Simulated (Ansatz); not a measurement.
A series at Ti: from `[NH2][Ti]([NH2])([NH2])[NH2]`, ligands are replaced one by one, each step taking up H–F and setting free NH₃; n counts the steps. Ansatz, PBE0-D4/def2-TZVP geometries. Each molecule was computed in one conformer, which needn't be the lowest.

| n | molecule | zero-point energy, PBE0-D4/def2-TZVP (kJ/mol) |
| --- | --- | --- |
| 0 | `[NH2][Ti]([NH2])([NH2])[NH2]` | 260.0 |
| 1 | `[NH2][Ti]([NH2])([NH2])[F]` | 202.7 |
| 2 | `[NH2][Ti]([NH2])([F])[F]` | 142.6 |
| 3 | `[NH2][Ti]([F])([F])[F]` | ? |
| 4 | `[F][Ti]([F])([F])[F]` | 25.2 |

Q: By hand: fit a straight line y = ȳ + b (n − n̄) to the 4 given rows and predict n = 3.

A: n̄ = 1.750, ȳ = 157.62; Σ(n − n̄)(y − ȳ) = -514.68, Σ(n − n̄)² = 8.750, so b = -58.82 kJ/mol a step. Prediction: 157.62 + (-58.82) × (1.250) = 84.1 kJ/mol.

Q: By hand: compare with the computed value, 82.6 kJ/mol, and give the steps along the whole series.

A: The line misses by -1.5 kJ/mol (computed minus predicted). Steps: -57.3, -60.1, -60.0, -57.4 kJ/mol.

The steps differ by at most 2.8 kJ/mol, 4.8 % of a mean step, so the ligands' effects nearly add and a line is close. The miss is 0.6 % of the series' range.
